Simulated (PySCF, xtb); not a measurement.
H3P2, SMILES [PH]P, multiplicity 2.

Harmonic wavenumbers (cm⁻¹) from GFN2-xTB in xtb 6.7.1 at its own minimum, in rising order: 250, 518, 626, 640, 883, 1108, 2215, 2242, 2317.

Task: What does r2SCAN-D4/def2-TZVP run with PySCF give at its own minimum? (Estimate from the structure and the level; the computed values follow.)

Result: 311, 437, 608, 620, 899, 1083, 2366, 2371, 2407. Paired by order, the mean absolute difference is 66 cm⁻¹ and the zero-point energies are 15.4 and 15.9 kcal/mol.
